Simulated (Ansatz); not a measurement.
Cost and result up the ladder for GaO3 (4 atoms). Charge 0, multiplicity 2. Geometry: r2SCAN-D4/def2-TZVP.

```xyz
4

Ga   -1.143   -0.315   -0.934
O     0.849    0.274   -0.708
O     0.794    0.006    0.619
O    -0.500    0.036    1.022
```

Ansatz on 4 threads of Arm Neoverse V2 on a shared host. Times are rough, and most runs start from the orbitals of an earlier one. PBE0-D4/def2-TZVP serves as the yardstick here, not as an exact answer. Binding counts from free atoms at the same level (Ga doublet, O triplet; other spins of the atoms weren't run), without zero-point energy or a counterpoise term.

Correlated methods freeze 12 core orbitals; core or outer-core shells of Ga are correlated, in sets that lack core-valence functions. The structure holds 2 bonds between oxygen atoms, so isomers without such links may lie far lower. Another isomer (doublet) lies 0.30 eV lower at PBE0-D4/def2-TZVP; other spin states weren't run for this one.

Correlated methods converge slowly with the basis.

| level | functions | wall time | binding energy per atom (eV) | difference from PBE0-D4/def2-TZVP (eV) |
| --- | --- | --- | --- | --- |
| PBE-D4/def2-TZVP (with forces) | 141 | 1.8 s | 2.90 | 0.44 |
| PBE0-D4/def2-TZVP | 141 | 2.3 s | 2.46 | 0.00 |
| BHLYP-D4/def2-TZVP | 141 | 2.8 s | 1.95 | -0.51 |
| PBE-QIDH/def2-TZVP | 141 | 4 s | 2.29 | -0.17 |
| r2SCAN-D4/def2-TZVP | 141 | 4.1 s | 2.60 | 0.14 |
| CCSD(T)/def2-TZVPP | 141 | 77 s | 2.30 | -0.16 |
